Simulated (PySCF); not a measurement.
Compound: 1,1,1-trifluoro-2,2,2-trichloroethane, C2Cl3F3.
Geometry (PBE0-D3(BJ)/def2-TZVP, Å), atoms numbered from 1 in this order:
```
atom  x, y, z in Å
F1    -0.7656    1.3380   -0.8890
C2    -0.7516    0.1817   -0.2405
F3    -1.5476    0.2793    0.8155
F4    -1.2297   -0.7580   -1.0439
C5     0.6974   -0.1717    0.2057
Cl6    1.7077   -0.2937   -1.2284
Cl7    1.2824    1.1066    1.2621
Cl8    0.6581   -1.7067    1.0620
```

The closed-shell ground state was solved at several levels (PySCF, density fitting, gas phase, non-relativistic). Geometry: PBE0-D3(BJ)/def2-TZVP; no solvent, vibrations or thermal averaging.

| level | basis functions | total energy (Eh) | HOMO (eV) | LUMO (eV) | gap (eV) | dipole (D) |
| --- | --- | --- | --- | --- | --- | --- |
| KT3/pcSseg-2 | 309 | -1770.5186 | -7.95 | -2.35 | 5.60 | 0.53 |
| wB97X-D/pcSseg-2 | 309 | -1756.4403 | -11.17 | 0.74 | 11.91 | 0.57 |
| B97-2/pcSseg-2 | 309 | -1756.5397 | -9.01 | -1.21 | 7.80 | 0.58 |
| wB97X-D/aug-cc-pVTZ | 380 | -1756.4215 | -11.12 | 0.61 | 11.73 | 0.58 |
| PBE0/aug-cc-pVTZ | 380 | -1755.7241 | -9.25 | -1.22 | 8.03 | 0.61 |
| CAM-B3LYP/aug-cc-pVTZ | 380 | -1756.4807 | -10.65 | -0.11 | 10.54 | 0.67 |

Task: What might PBE0/pcSseg-2 (309 basis functions) give for the same quantities?

Result: Total energy -1755.7386 Eh, HOMO -9.28 eV, LUMO -1.11 eV, gap 8.17 eV, dipole 0.61 D.

Task: Over all these levels, which gives the widest orbital gap and which the narrowest?

Result: wB97X-D/pcSseg-2 (range-separated hybrid) has the widest, 11.91 eV, and KT3/pcSseg-2 (GGA) the narrowest, 5.60 eV. The two share the basis. From the narrowest to the widest the HOMO moves by -3.22 eV and the LUMO by +3.09 eV.

Task: In the pcSseg-2 basis, how does the gap go with the fixed share of exact exchange?

Result: KT3 (0 %) 5.60 eV; B97-2 (21 %) 7.80 eV; PBE0 (25 %) 8.17 eV. Each rise in the share widens the gap here.

Task: How far do the dipole and the HOMO energy spread over the levels?

Result: The dipole runs from 0.53 to 0.67 D (mean 0.59 D) and the HOMO from -11.17 to -7.95 eV.

wB97X-D is run here without its empirical dispersion term; that term would change no orbital, density or response property at a fixed geometry.
